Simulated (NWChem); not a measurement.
Molecule: C₃H₅Br; SMILES C/C=C\Br

This build's default masses of Se (78.918 u) and Br (79.917 u) are each other's, which moves their modes by up to 0.6 %.

Question: Give the equilibrium geometry at B3LYP/6-31G* (spherical d) (NWChem) as a list of bonds and angles, with the point group.

Answer: point group Cs; any orientation.
Bonds (Å): C1–C2 1.498, C1–H5 1.092, C1–H6 1.098, C1–H7 1.098, C2–C3 1.331, C2–H8 1.091, C3–Br4 1.918, C3–H9 1.083. Bond angles (°): C2–C1–H5 111.9, C2–C1–H6 110.5, C2–C1–H7 110.5, H5–C1–H6 108.4, H5–C1–H7 108.4, H6–C1–H7 106.8, C1–C2–C3 128.7, C1–C2–H8 116.4, C3–C2–H8 114.9, C2–C3–Br4 124.8, C2–C3–H9 123.7, Br4–C3–H9 111.5.
